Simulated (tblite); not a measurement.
Species: C₂H₅BrGeNO (doublet state).
SMILES with atom numbers: `[CH3:1][C:2](=[O:3])[NH:4][GeH:5][Br:6]` (hydrogens: H7, H8, H9 on C1; H10 on N4; H11 on Ge5)
Bond orders are those of one Lewis drawing.

Computed with GFN2-xTB (tblite), gas phase: L-BFGS steps from a force-field or distance-geometry start until the largest atomic force falls under 0.01 eV/Å.

Step 34: E = -541.3181 eV
```
atom  x, y, z in Å  |  force x, y, z in eV/Å
C1     -1.8498    0.1252   -0.3564    0.030   0.013   0.010
C2     -0.4140   -0.2324   -0.1033   -0.031  -0.059   0.068
O3     -0.0908   -1.2116    0.5866    0.008   0.030  -0.060
N4      0.5726    0.4840   -0.6110   -0.044   0.036   0.035
Ge5     2.1207   -0.5696   -0.0122    0.006  -0.034   0.024
Br6     3.7189    1.0367   -0.7571    0.041  -0.005  -0.012
H7     -2.0789   -0.0005   -1.4143    0.011  -0.007   0.044
H8     -2.0170    1.1674   -0.0878   -0.034  -0.032   0.000
H9     -2.4912   -0.5236    0.2358    0.009   0.054  -0.048
H10     0.3914    1.3377   -1.1193   -0.016  -0.025  -0.052
H11     2.1435   -1.6105   -1.2672    0.018   0.029  -0.008
```

Step 35: E = -541.3190 eV
```
atom  x, y, z in Å  |  force x, y, z in eV/Å
C1     -1.8503    0.1267   -0.3563    0.037  -0.008   0.018
C2     -0.4148   -0.2336   -0.1022   -0.029  -0.064   0.082
O3     -0.0910   -1.2136    0.5872   -0.006   0.066  -0.082
N4      0.5708    0.4846   -0.6087   -0.028   0.036   0.024
Ge5     2.1212   -0.5690   -0.0107   -0.002  -0.023   0.024
Br6     3.7237    1.0318   -0.7583    0.036  -0.001  -0.008
H7     -2.0786   -0.0035   -1.4141    0.015   0.026   0.047
H8     -2.0162    1.1693   -0.0852   -0.032  -0.063  -0.028
H9     -2.4935   -0.5225    0.2332    0.005   0.052  -0.027
H10     0.3878    1.3350   -1.1230   -0.012  -0.035  -0.036
H11     2.1463   -1.6026   -1.2681    0.015   0.014  -0.015
```

Step 36: E = -541.3199 eV
```
atom  x, y, z in Å  |  force x, y, z in eV/Å
C1     -1.8503    0.1275   -0.3559    0.026  -0.026   0.020
C2     -0.4154   -0.2329   -0.0992   -0.010  -0.035   0.057
O3     -0.0902   -1.2122    0.5900   -0.009   0.056  -0.066
N4      0.5688    0.4868   -0.6063   -0.003   0.028   0.019
Ge5     2.1219   -0.5695   -0.0099   -0.015  -0.004   0.019
Br6     3.7323    1.0256   -0.7558    0.024  -0.002  -0.004
H7     -2.0772   -0.0073   -1.4130    0.020   0.054   0.031
H8     -2.0188    1.1693   -0.0829   -0.025  -0.067  -0.047
H9     -2.4947   -0.5224    0.2296   -0.010   0.031   0.011
H10     0.3840    1.3311   -1.1301   -0.011  -0.035  -0.020
H11     2.1450   -1.5932   -1.2727    0.015  -0.001  -0.020
```

Problem. Estimate the geometry and energy of step 37. (The exact step hangs on the optimiser's Hessian estimate; all steps are aligned on step 36, rigid shifts and turns removed.)

Solution. E = -541.3205 eV, largest force 0.066 eV/Å
```
atom  x, y, z in Å  |  force x, y, z in eV/Å
C1     -1.8495    0.1267   -0.3551    0.007  -0.032   0.018
C2     -0.4150   -0.2298   -0.0956    0.006   0.000   0.015
O3     -0.0875   -1.2070    0.5946   -0.008   0.014  -0.026
N4      0.5675    0.4903   -0.6045    0.015   0.024   0.014
Ge5     2.1215   -0.5716   -0.0100   -0.019   0.012   0.010
Br6     3.7406    1.0196   -0.7496    0.015  -0.004  -0.002
H7     -2.0745   -0.0104   -1.4118    0.023   0.062   0.005
H8     -2.0234    1.1668   -0.0823   -0.019  -0.041  -0.048
H9     -2.4944   -0.5239    0.2271   -0.024   0.005   0.040
H10     0.3810    1.3278   -1.1387   -0.011  -0.031  -0.008
H11     2.1391   -1.5857   -1.2804    0.015  -0.008  -0.018
```

The energy changes by -0.0006 eV. The first-order estimate −F·Δx gives -0.0009 eV and the mean of the old and new forces, exact on a quadratic surface, -0.0006 eV. The step makes an angle of 77° with the force vector and moves no atom by more than 0.012 Å.

The cost below is that of the whole relaxation. The run took 0.22 s wall on Arm Neoverse V2, one thread, on a shared host.
